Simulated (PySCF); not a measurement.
Isomers of C7H13P. The calculation used PBE0-D3(BJ)/def2-SVP geometry optimisation, gas phase (PySCF). One conformer each; no zero-point energy, no entropy. No frequencies were run at this level. Point groups hold within 0.08 Å.

**Question.** Rank from lowest to highest electronic energy at this level (kcal/mol).
A. `[CH3:1][C:2]#[C:3][P:4]([CH3:5])[CH:6]([CH3:7])[CH3:8]` with C3–P4–C6–C7 171°
B. `CC#CPC(C)(C)C`
C. `C1CP2CCC1CC2`

**Answer.** C (0.0), A (49.6), B (52.2).

As drawn, the highest has a C≡C bond, which the lowest lacks.

```tsv
SMILES	E (Eh)	E rel (kcal/mol)	dipole (D)	point group	A, B, C (MHz)
C1CP2CCC1CC2	-615.19689	0.0	1.44	C3	2194, 1840, 1840
CC#CP(C)C(C)C	-615.11787	49.6	1.56	C1	2574, 962.1, 760.8
CC#CPC(C)(C)C	-615.11373	52.2	1.59	C1	3079, 880.1, 814.4
```

**Question.** How do the relative energies change in single points at PBE0/pcSseg-1 (no added dispersion term) on the same geometries?

**Answer.** 
```
       SMILES  PBE0-D3(BJ)/def2-SVP (kcal/mol)  PBE0/pcSseg-1 (kcal/mol)  shift
 C1CP2CCC1CC2                              0.0                       0.0    0.0
CC#CP(C)C(C)C                             49.6                      43.0   -6.6
CC#CPC(C)(C)C                             52.2                      46.1   -6.1
```

Each column counts from its own lowest isomer. The order is unchanged; the largest shift is 6.6 kcal/mol.
